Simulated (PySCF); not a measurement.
C₃H₃BrClF, SMILES C/C(Br)=C(\F)Cl. Atoms are numbered in the order given.

```xyz
9

C     -2.2300     0.3652     0.0000
C     -0.7702     0.0340     0.0000
Br     0.4217     1.5100     0.0000
C     -0.2962    -1.2203     0.0000
F     -1.1317    -2.2606     0.0000
Cl     1.3542    -1.7029     0.0000
H     -2.8336    -0.5524     0.0000
H     -2.4919     0.9625    -0.8882
H     -2.4919     0.9625     0.8882
```

The structure is a stationary point at B3LYP-D3(BJ)/def2-SVP. The structure was generated by enumeration; whether it is a known compound was not checked.

Two levels are set side by side: PBE/pcSseg-1 (PySCF) and B3LYP/pcSseg-1 (PySCF). GIAO shifts against CFCl3 (¹⁹F), HCl (³⁵Cl), TMS (¹H), TMS (¹³C) at the same level; non-relativistic, no solvent, atoms listed together averaged. Without spin–orbit terms, shifts of atoms bonded to Cl or Br come out too high at both levels. Differences are taken from unrounded values.

```tsv
quantity	B3LYP
δ(¹³C) of C1 (ppm)	25.6
δ(¹³C) of C2 (ppm)	131.2
δ(¹³C) of C4 (ppm)	162.9
δ(¹⁹F) of F5 (ppm)	-81.6
δ(³⁵Cl) of Cl6 (ppm)	285.2
```

### Question
What does PBE give, and how far is it from B3LYP? (An estimate is asked for; the answer gives what the named calculation found.)

### Answer

```tsv
quantity	PBE	PBE minus B3LYP
δ(¹³C) of C1 (ppm)	26.0	0.4
δ(¹³C) of C2 (ppm)	125.5	-5.6
δ(¹³C) of C4 (ppm)	158.9	-3.9
δ(¹⁹F) of F5 (ppm)	-88.9	-7.3
δ(³⁵Cl) of Cl6 (ppm)	300.7	15.5
```

Rough cost on one machine, each run with all the roots and properties that it gave: B3LYP against PBE within a factor of 2.
